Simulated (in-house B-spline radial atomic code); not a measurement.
A calculation on neutral zirconium: its settings, and results tabulated from the run. Computed with a radial B-spline atomic code at the basis-set limit: non-relativistic r2SCAN, spin-polarised, spherical fractional occupations, point nucleus, inside a hard spherical wall at 2.91 bohr.

Command:
```bash
python run_scf.py task.json out
```
Settings:
```
Z                40
configuration    [Kr] 4d2 5s2
hamiltonian      nr
method           r2scan
spin_polarised   True
wall_radius      2.91
```

Output (hartree, bohr):
```
 radial grid: 42 intervals, B-splines of order 8, outer radius 2.91 bohr

 iter        energy (Eh)    residual
    1       -3537.165277    8.41e-02
    2       -3537.170846    1.82e-03
    3       -3537.170854    9.96e-04
    4       -3537.170855    5.46e-04
    5       -3537.170856    5.95e-05
    6       -3537.170856    5.61e-06
    7       -3537.170856    1.29e-06
    8       -3537.170856    1.57e-07

 total energy                     -3537.17086
 kinetic                            3552.0795
 electron-nucleus                  -8475.6099
 Hartree                            1500.0304
 exchange-correlation               -113.6708

 orbital      occ     eigenvalue          <r>       <r^2>       <1/r>     <1/r^3>       r_max
 1s up      1.000      -640.6008    0.0381536  0.00194885     39.4818           -     0.02522
 1s down    1.000      -640.6013    0.0381536  0.00194885     39.4818           -     0.02522
 2s up      1.000       -86.9370     0.167257   0.0329131     8.87624           -      0.1412
 2s down    1.000       -86.9228     0.167245   0.0329086     8.87701           -      0.1412
 2p up      3.000       -79.4903     0.143736   0.0251973     8.85005     1963.52      0.1114
 2p down    3.000       -79.4804     0.143723   0.0251925     8.85075     1963.88      0.1114
 3s up      1.000       -13.5911     0.469534    0.252655     3.03978           -      0.4183
 3s down    1.000       -13.5864     0.469598    0.252693     3.03876           -      0.4184
 3p up      3.000       -10.7719     0.467433    0.254518     2.93481     311.663       0.407
 3p down    3.000       -10.7656      0.46748    0.254522     2.93384     311.354      0.4071
 3d up      5.000        -5.6632     0.453766    0.249265     2.73126     44.4353       0.349
 3d down    5.000        -5.6515      0.45371    0.249068     2.73079     44.4066      0.3492
 4s up      1.000        -1.2626      1.26073     1.78275     1.05348           -       1.125
 4s down    1.000        -1.1900      1.25408     1.76621     1.06229           -       1.117
 4p up      3.000        -0.5171       1.3623       2.075    0.955744     38.3787       1.219
 4p down    3.000        -0.4394      1.35735     2.06314    0.962348     39.2173       1.211
 4d up      2.000         0.6697      1.56032     2.68314    0.798846     4.19225       1.511
 5s up      1.000         1.5650      1.78506     3.59059    0.807913           -       2.118
 5s down    1.000         1.6056      1.79396     3.61834    0.800664           -       2.119
```

Cost of the run: 0.27 s on 1 thread of Intel(R) Xeon(R) Platinum 8175M CPU @ 2.50GHz (shared host).
